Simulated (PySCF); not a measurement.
A calculated (BLYP, PySCF 2.14, ANO-RCC-VTZP, the spin-free X2C one-electron Hamiltonian (Gaussian nucleus)) atom or ion has these occupied shells.

```tsv
shell	electrons	orbital energy (eV)	rms radius, mean of both spins (bohr)
1s α	1	-55372.2	0.0236
1s β	1	-55372.1	0.0236
2s α	1	-9291.2	0.0953
2s β	1	-9291.1	0.0953
2p α	3	-8254.8	0.0858
2p β	3	-8254.8	0.0858
3s α	1	-2102.6	0.245
3s β	1	-2100.9	0.245
3p α	3	-1784.3	0.246
3p β	3	-1782.6	0.246
3d α	5	-1371.1	0.225
3d β	5	-1369.8	0.225
4s α	1	-442.97	0.551
4s β	1	-439.14	0.551
4p α	3	-337.60	0.586
4p β	3	-333.84	0.586
4d α	5	-193.08	0.641
4d β	5	-189.41	0.641
5s α	1	-80.629	1.33
5s β	1	-78.927	1.33
5p α	3	-55.022	1.55
5p β	3	-53.781	1.55
4f α	7	-36.344	0.900
4f β	3	-33.915	0.900
```

Name the element and its charge.

Ho³⁺ (holmium, charge +3), in [Xe] 4f10, one real determinant.
